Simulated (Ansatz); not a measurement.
`O[CH]1[SiH2][GeH2]1`. Charge 0, multiplicity 1. Correlated methods include outer-core shells of Ge, which these sets cover unevenly. Scalar relativity is left out up to krypton.

Cartesian coordinates in Å:
```
O 1.586 -0.556 -0.950
C 0.425 -0.651 -0.173
Si 0.225 0.467 1.338
Ge -1.235 0.486 -0.451
H 1.386 -0.873 -1.835
H 0.106 -1.678 0.039
H 1.159 1.616 1.386
H -0.005 -0.160 2.662
H -2.554 -0.282 -0.559
H -1.091 1.631 -1.456
```

(1) Give the diagnostics of a CCSD(T)/def2-TZVPP run (frozen core, Ansatz 0.2.0). (Best estimate.)

## Answers

(1) The calculation gave: T1 = 0.0126, largest single amplitude 0.017, largest double 0.039, (T) share of the correlation energy 3.9 %, 10 CCSD cycles. The RHF solution is stable towards an unrestricted one. T1 lies under the customary mark of 0.02 for closed shells.
